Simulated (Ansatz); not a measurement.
Cd4, relaxed as a quintet with UKS B3LYP/def2-SVP in Ansatz, starting from the B3LYP/def2-SVP geometry of the neutral singlet. Force threshold 0.02 eV/Å.

In the def2 sets Cd takes a core potential; there is no spin–orbit coupling. The relaxation made no stability test and no search for a lower SCF solution. At B3LYP/def2-SVP a singlet of charge 0 lies 4.86 eV below the quintet, each at its own geometry. The structure comes from a short search, and lower isomers may exist.

Start:

```xyz
4

Cd    0.413   -1.892   -0.923
Cd    1.461    0.387    1.522
Cd   -1.955   -0.046    0.881
Cd    0.082    1.550   -1.480
```

```
step  energy (eV)  largest force component (eV/Å)  SCF passes
   1  -18258.6494                           0.764         120
   2  -18258.8318                           0.742          47
   3  -18259.1695                           0.703         118
   4  -18259.4830                           0.382          44
   5  -18259.7030                           0.286          34
   6  -18259.8387                           0.171          37
   7  -18259.9120                           0.122          29
   8  -18259.9621                           0.104          29
   9  -18259.9987                           0.116          28
  10  -18260.0240                           0.064          27
  11  -18260.0398                           0.059          26
  12  -18260.0508                           0.073          28
  13  -18260.0575                           0.076          28
  14  -18260.0600                           0.066          30
  15  -18260.0609                           0.033          24
  16  -18260.0612                           0.002          34
```

Force components are those of the run's own axes.

End:

```xyz
4

Cd    1.3528   -1.4954   -1.4279
Cd   -0.3593    0.0490    0.5152
Cd   -2.0889    0.2468    2.7752
Cd    1.0955    1.1995   -1.8625
```

By distances, no bond broke or formed, bridged metal pairs apart. The bond that changes most is Cd1–Cd4, from 3.50 to 2.74 Å (atoms count from 1). Metal–metal contacts that move far: Cd1–Cd4 3.50 to 2.74 Å, Cd2–Cd3 3.50 to 2.85 Å.

No frequencies were taken in this run, so the end may be a saddle point.

Hardware: 4 threads of Arm Neoverse V1 on a shared host. Wall time 93 s, peak host memory 0.62 GiB.
